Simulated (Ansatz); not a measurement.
Species: sum formula HSiO$_{2}$, charge 0, multiplicity 2. It need not be the lowest isomer of its formula. 
Structure (B3LYP-D3(BJ)/def2-TZVP (Ansatz, a quantum-chemistry and plane-wave program) minimum search):
```
Si
O 1 1.5317
O 1 1.6342 2 126.89
H 3 0.9671 1 117.65 2 0.00
```
Charge 0, spin multiplicity 2.

Basis-set convergence of Hartree-Fock and CCSD correlation energies (hartree) with Ansatz. Cores are frozen in the correlated levels unless marked. Open shells are spin-unrestricted. No spin-orbit coupling. No relativistic terms.

```csv
basis,functions,E(HF),"E(corr, CCSD)"
cc-pV(D+d)Z,56,-439.25431,-0.46047
cc-pV(T+d)Z,113,[?],[?]
```

### Question
Fill in the missing entries.

### Answer

- cc-pV(T+d)Z, E(HF): -439.33369
- cc-pV(T+d)Z, E(corr, CCSD): -0.57407
